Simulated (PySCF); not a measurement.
This PySCF input asks for the NMR shieldings of `InChI=1S/C6H11FO2Si/c1-3-9-5-4-10(8-2)6(5)7/h10H,3-4H2,1-2H3/t10-/m0/s1`; the geometry comes from GFN2-xTB.

```python
import basis_set_exchange as bse
import numpy as np
from pyscf import gto, dft
from pyscf.prop import nmr

atoms = """
C     3.993192    0.437627   -0.236554
C     2.599067    0.430525    0.365050
O     1.730533   -0.242722   -0.538492
C     0.451112   -0.361155   -0.170093
C    -0.276229    0.033118    0.890390
F     0.167933    0.722511    1.989386
Si   -1.861880   -0.792714    0.310694
O    -3.093408    0.074607   -0.269646
C    -4.215008    0.584915    0.393501
C    -0.543810   -1.083393   -1.042698
H     4.335823   -0.581826   -0.393154
H     3.981183    0.949365   -1.195200
H     4.680860    0.946930    0.432545
H     2.240237    1.454954    0.523778
H     2.596480   -0.088502    1.331492
H    -2.314228   -1.932642    1.104083
H    -4.723954   -0.200145    0.956348
H    -4.893013    0.989556   -0.358152
H    -3.923323    1.378386    1.084235
H    -0.690003   -0.591423   -2.000143
H    -0.250483   -2.111029   -1.236798
"""
names = dict.fromkeys(["C", "O", "F", "Si", "H"], "pcSseg-1")
basis = {el: gto.basis.parse(bse.get_basis(n, elements=[el], fmt="nwchem")) for el, n in names.items()}
mol = gto.M(atom=atoms, basis=basis, charge=0, verbose=0)
mf = dft.RKS(mol, xc="PBE0")
mf.grids.level = 2
mf.grids.alignment = dft.numint.BLKSIZE   # the property module wants whole blocks of grid points
mf.conv_tol = 1e-9
mf.kernel()

calc = nmr.RKS(mf)   # GIAO
C = mf.mo_coeff
Co = C[:, mf.mo_occ > 0]
resp = mf.gen_response(singlet=True, hermi=2)
def vind(x):   # induced exchange potential for any number of trial vectors
    d = np.einsum("pi,xij,qj->xpq", C, 2 * x.reshape(-1, C.shape[1], Co.shape[1]), Co, optimize=True)
    return np.einsum("xpq,pi,qj->xij", resp(d - d.transpose(0, 2, 1)), C, Co, optimize=True).ravel()
mo1, _ = nmr.rhf.solve_mo1(calc, with_cphf=vind)
sigma = calc.kernel(mo1)
for i, s in enumerate(sigma):   # ppm
    w = np.linalg.eigvalsh((s + s.T) / 2)
    print("%2d %-2s iso %8.1f  s11 %8.1f  s22 %8.1f  s33 %8.1f" % (i, mol.atom_pure_symbol(i), w.mean(), *w))
```

Problem. Give the expected output.

Solution. 
```
 0 C  iso    169.1  s11    153.1  s22    168.6  s33    185.5
 1 C  iso    117.7  s11     86.1  s22    104.0  s33    163.1
 2 O  iso    178.5  s11     64.7  s22    229.8  s33    241.0
 3 C  iso     32.1  s11    -62.8  s22     68.5  s33     90.7
 4 C  iso     41.3  s11     -3.8  s22     62.1  s33     65.7
 5 F  iso    315.1  s11    230.9  s22    345.6  s33    368.8
 6 Si iso    382.0  s11    342.5  s22    351.8  s33    451.8
 7 O  iso    310.6  s11    232.5  s22    340.1  s33    359.3
 8 C  iso    132.8  s11    106.2  s22    107.3  s33    185.1
 9 C  iso    167.7  s11    156.0  s22    163.2  s33    183.8
10 H  iso     30.2  s11     26.3  s22     28.5  s33     35.9
11 H  iso     30.2  s11     26.3  s22     28.5  s33     35.8
12 H  iso     30.6  s11     26.5  s22     27.9  s33     37.5
13 H  iso     27.3  s11     22.2  s22     29.1  s33     30.4
14 H  iso     27.3  s11     22.3  s22     29.2  s33     30.5
15 H  iso     26.4  s11     22.4  s22     25.3  s33     31.5
16 H  iso     27.9  s11     23.8  s22     25.6  s33     34.2
17 H  iso     27.6  s11     23.3  s22     25.3  s33     34.3
18 H  iso     27.7  s11     23.2  s22     26.0  s33     34.0
19 H  iso     30.2  s11     27.2  s22     27.4  s33     36.0
20 H  iso     30.3  s11     26.6  s22     28.2  s33     36.3
```

These numbers come from an equivalent density-fitted implementation of the same equations, which agrees with the script to about 0.01 ppm for H and up to a few tenths of a ppm for heavy atoms, so last digits may differ.

Problem. Turn these shieldings into chemical shifts. Shifts are taken against calculated references (same method and geometry level): ¹³C (186.93 ppm), ²⁹Si (349.16 ppm), ¹H (31.72 ppm) against TMS; ¹⁷O (336.08 ppm) against H2O; CFCl3 for ¹⁹F (170.95 ppm).

Solution. Averaging equivalent atoms: C 3: 154.8; C 4: 145.6; C 1: 69.2; C 8: 54.1; C 9: 19.3; C 0: 17.8; O 2: 157.6; O 7: 25.4; F 5: -144.2; Si 6: -32.9; H 15: 5.33; H 13: 4.46; H 14: 4.37; H 16/17/18: 3.99; H 19: 1.52; H 20: 1.37; H 10/11/12: 1.35 ppm. Unscaled 19F shifts against computed CFCl3 carry errors that often reach 10 to 50 ppm. Experimental scales use liquid or dissolved standards, which lie at an offset from isolated H2O (liquid H2O: subtract about 36 ppm).

Size and cost of the density-fitted run: 232 basis functions, 70 s wall time on 1 thread of an Arm Neoverse V1, shared host; peak memory 1.1 GiB.
